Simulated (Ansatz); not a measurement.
Isolated molecules relaxed with PBE0-D4/def2-TZVP in Ansatz; ΔE leaves out vibrations. CCSD(T)/CBS is the MP2 limit (def2-TZVPP, def2-QZVPP) plus CCSD(T) − MP2 in def2-TZVPP, frozen cores. Functionals use def2-TZVPP. For Br outer-core shells are correlated without core-valence functions, which leaves a few kJ/mol of doubt a bond. Scalar relativity is left out up to krypton. Each species was taken in one conformer, which may not be the lowest.

`OC([SiH3])N[SiH3]` + `Br[SiH]1BC1` → `[SiH3][C@H]1B[Si@@H]1Br` + `OCN[SiH3]`  (formal exchange of groups at the Si–C bond)

```json
{"level": "PBE0-D4", "ΔE (kJ/mol)": "-47.5"}
{"level": "PBE", "ΔE (kJ/mol)": "-37.7"}
```

Problem. What does CCSD(T)/CBS give? (Estimate.)

Solution. Computed: -48.0 kJ/mol. The listed levels differ from it by 0.5, 10.3 kJ/mol.

Largest T1 diagnostic among the species: 0.012.

In def2-TZVPP, CCSD(T) changes the Hartree–Fock value by +12.9 kJ/mol (the triples alone add +2.9 kJ/mol) and MP2 by +10.2 kJ/mol. From PBE to PBE0 (25 % exact exchange), in def2-TZVPP and without D4, ΔE moves by −9.5 kJ/mol.
